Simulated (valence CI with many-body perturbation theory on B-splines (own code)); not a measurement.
Results of a calculation; reference values are marked as such.
Hyperfine factors and g values of Cu²³⁺

Level of theory: relativistic CI+MBPT: four valence electrons over a frozen Dirac-Fock core [He], a basis of 11 s, 11 p, 10 d, 8 f, 5 g, 2 h functions for each j, with the one-electron correlation potential Σ1, the two-electron term Σ2, the three-electron term Σ3, Breit, model QED; selected CI, second order for the rest, scaled by the run's own slope (own B-spline code, finite nucleus).

No measured spectrum was set against this ion. As an estimate, levels of excited configurations hold to 0.05 to 0.15 % of their energy, terms of the ground configuration to about 0.5 %. Among the levels kept, up to 1000 cm⁻¹ of a level comes from second order outside the variational space, and about a tenth of that is noise between levels of different J, which matters for small intervals.

A/g_I is the dipole constant over the nuclear g factor μ/I (μ in nuclear magnetons, uniformly magnetised nucleus), B/Q the quadrupole constant per barn. Both hold the static response of the core; the bare values leave it out. Large factors of s and p1/2 electrons are usually good to 5 to 10 %; those of open d and f shells near neutrality can be off by tens of per cent, and small factors of p3/2, d and f electrons come from cancelling terms and can be off by a factor of two or in sign, in half-filled shells by more. B is blank for J = 1/2, where it vanishes, and for nearly pure S terms. Energies count from the lowest level. Levels with J = 0 are left out.

Names give the largest LS component (configuration and term), which can be under half, so a name can repeat, a term be missing and a line seem to break the LS rules; names also repeat where a configuration has a term twice. Letters in brackets count levels of one name in rising energy.

| Level | E (eV) | g | A/g_I (MHz) | A/g_I bare | B/Q (MHz/b) | B/Q bare |
| --- | --- | --- | --- | --- | --- | --- |
| 2s²2p² ³P_1 | 16.4 | 1.497 | -4200 | -985 | 37400 | 37500 |
| 2s²2p² ³P_2 | 23.4 | 1.322 | 75600 | 77300 | 1040 | 1060 |
| 2s²2p² ¹D_2 | 46.3 | 1.169 | 50700 | 51800 | 73000 | 73300 |
| 2s2p³ ⁵S°_2 | 79.7 | 1.957 | 175000 | 176000 |  |  |
| 2s2p³ ³D°_1 | 118.8 | 0.720 | -87400 | -84100 | 65000 | 65300 |
| 2s2p³ ³D°_2 | 120.1 | 1.258 | 141000 | 139000 | 102000 | 103000 |
| 2s2p³ ³D°_3 | 126.3 | 1.329 | 179000 | 178000 | -245 | -257 |
| 2s2p³ ³P°_1 | 144.4 | 1.338 | 183000 | 181000 | -66100 | -66400 |
| 2s2p³ ³P°_2 | 148.3 | 1.359 | 118000 | 119000 | -96300 | -96700 |
| 2s2p³ ³S°_1 | 165.7 | 1.724 | -25400 | -17800 | 3950 | 3970 |
| 2s2p³ ¹D°_2 | 174.3 | 1.077 | 123000 | 122000 | -11700 | -11800 |
| 2s2p³ ¹P°_1 | 195.2 | 1.201 | -35400 | -30500 | -2160 | -2180 |
| 2p⁴ ³P_2 | 245.9 | 1.424 | 33900 | 38400 | 42700 | 42800 |
| 2p⁴ ³P_1 | 265.6 | 1.497 | -9580 | -4060 | -36400 | -36600 |
| 2p⁴ ¹D_2 | 276.0 | 1.067 | 85500 | 86100 | -116000 | -117000 |
| 2s²2p3s ³P°_1 | 1227.3 | 1.368 | 207000 | 204000 | -9100 | -9140 |
| 2s²2p3s ³P°_2 | 1249.5 | 1.497 | 80000 | 80700 | 76400 | 76700 |
| 2s²2p3p ³D_1 | 1251.5 | 0.680 | 142000 | 140000 | -2160 | -2170 |
| 2s²2p3s ¹P°_1 | 1252.8 | 1.123 | 7140 | 10300 | 47300 | 47500 |
| 2s²2p3p ³P_1 [a] | 1261.6 | 1.399 | -23000 | -22200 | 9250 | 9280 |
| 2s²2p3p ³D_2 | 1262.4 | 1.179 | 63900 | 63800 | 17200 | 17200 |
| 2s²2p3p ³P_1 [b] | 1278.8 | 1.213 | 39300 | 41400 | 20700 | 20800 |
| 2s²2p3p ³P_2 | 1281.9 | 1.318 | 49100 | 50600 | 35300 | 35500 |
| 2s²2p3p ³D_3 | 1281.9 | 1.331 | 29500 | 30800 | 98000 | 98300 |
| 2s²2p3p ³S_1 | 1282.7 | 1.725 | 37700 | 39800 | -17100 | -17100 |
| 2s²2p3d ³F°_2 | 1286.9 | 0.754 | 61300 | 60500 | 8910 | 9000 |
| 2s2p²3s ⁵P_1 | 1288.5 | 2.398 | 325000 | 321000 | -6380 | -6410 |
| 2s²2p3p ¹D_2 | 1291.9 | 1.165 | 40000 | 40700 | 43900 | 44000 |
| 2s²2p3d ³F°_3 | 1293.4 | 1.116 | 37900 | 37600 | 2280 | 2370 |
| 2s²2p3d ³P°_2 [a] | 1293.8 | 1.233 | -30500 | -30300 | -5990 | -5950 |
| 2s²2p3d ³D°_1 | 1295.8 | 0.778 | -42200 | -41900 | -832 | -804 |
| 2s2p²3s ⁵P_2 | 1299.8 | 1.812 | 182000 | 181000 | 73800 | 74100 |

Take the isotope of mass number 65, with I = 3/2, μ = 2.3844 μN and Q = -0.204 b. What is the hyperfine structure of 2s²2p² ³P_2?

From the table A = 120000 MHz, B = -212 MHz. Shifts from the centre of gravity in MHz: F = 1/2: -540000, F = 3/2: -360000, F = 5/2: -59900, F = 7/2: 360000.
